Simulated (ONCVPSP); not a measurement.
Ge, ONCV: configuration errors across variants

```json
{"Element": "germanium", "Generator": "ONCVPSP 4.0.1", "Type": "optimised norm-conserving Vanderbilt (ONCV)", "Functional": "LDA (Perdew-Wang 92)", "Relativity": "scalar-relativistic", "Frozen core": "[Ar]", "Valence charge": "14", "Reference configuration": "3d10 4s2 4p2", "Partial waves": "4s: rc 1.80 bohr, ncon 3, nbas 6, qcut 4.6 1/bohr, 2 projectors, debl 2.1 Ha; 4p: rc 2.10 bohr, ncon 5, nbas 9, qcut 3.9 1/bohr, 2 projectors, debl 3.6 Ha; 3d: rc 1.30 bohr, ncon 4, nbas 8, qcut 13.4 1/bohr, 2 projectors, debl 3.4 Ha", "Local potential": "polynomial inside 0.90 bohr (lpopt 5, dvloc0 0 Ha)", "Core correction": "Teter function, fcfact 3.75, rcfact 1.3"}
```

All-electron excitation energies from the reference (eV): (1) 3d10 4s2 4p1 7.630; (2) 3d10 4s2 4p0 23.340; (3) 3d10 4s1 4p0 58.555; (4) 3d10 4s2 4p1.5 2.886.

A true bound ghost makes a file unfit for plane-wave use even where its test errors are small: the radial tests pick states by their node count and pass the ghost by.

Errors AE − PS in meV (a dash: test not solved or not reliable):

```tsv
change	(1)	(2)	(3)	(4)	bound ghosts	GHOST(+) flags above zero
base	-0.8	-1.9	+10	-0.3	s	p
p: rc 1.42	-0.7	-0.8	+9.7	-0.3	s, p	none
p: rc 1.66	-0.7	-1.3	+11	-0.3	s	p
p: rc 1.9	-0.7	-1.1	+13	-0.3	s	p
p: rc 2	-0.8	-1.4	+12	-0.3	s	p
p: rc 2.2	-0.9	-2.9	+6.8	-0.3	s	p
p: rc 2.66	-1.8	-13	-20	-0.5	s	p
p: rc 2.88	-2.5	-20	-36	-0.5	s	p
p: rc 3.1	-3.2	-27	-54	-0.6	s	p
```

(1) Give the same row for: p: rc 2.44.

Answers

(1) -1.3, -7.3, -5.5, -0.4; bound ghosts: s; GHOST(+) flags above zero: p.
